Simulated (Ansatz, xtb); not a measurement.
# C4H9Br: 4 structures ranked

4 gas-phase structures of C4H9Br, from a drawn sample of its isomers (lower ones may exist). Each was relaxed with GFN2-xTB; where two conformers were screened, the lower at r2SCAN-D4/def2-SVP is listed:

A. `CC(C)(C)Br`, a singlet
B. `CC[C@H](C)Br`, a singlet
C. `CCCCBr`, a singlet
D. `CC(C)CBr`, a singlet

Q: Estimate their order in r2SCAN-D4/def2-SVP energy at these geometries, lowest first.

A: Calculated order at r2SCAN-D4/def2-SVP: A (0.0), B (2.8), D (4.4), C (5.8) kcal/mol.

Energies above the lowest of each column, in kcal/mol; the last columns are at PBE-D3(BJ)/def2-SVP geometries:

| structure | GFN2-xTB | HF/STO-3G | r2SCAN-D4/def2-SVP | PBE-D3(BJ)/def2-SVP | CCSD(T)/def2-SVP + ΔMP2/def2-TZVPP |
| --- | --- | --- | --- | --- | --- |
| A | 0.0 | 0.4 | 0.0 | 0.0 | 0.0 |
| B | 2.6 | 0.0 | 2.8 | 1.7 | 2.9 |
| D | 2.9 | 0.1 | 4.4 | 3.1 | 3.9 |
| C | 4.5 | 0.0 | 5.8 | 4.3 | 5.6 |

CCSD(T)/def2-SVP + ΔMP2/def2-TZVPP puts A lowest; HF/STO-3G picks C. Flexible structures stand in one conformer each, not always the lowest. ΔMP2 is the change of the MP2 energy from the smaller to the larger basis.

Over these structures GFN2-xTB departs from r2SCAN-D4/def2-SVP by 0.7 kcal/mol on average once a common shift is removed. A GFN2-xTB relaxation took about 0.12 s and the r2SCAN-D4/def2-SVP energy about 4.2 s on a shared host (Ansatz 0.2.0, xtb 6.7.1).
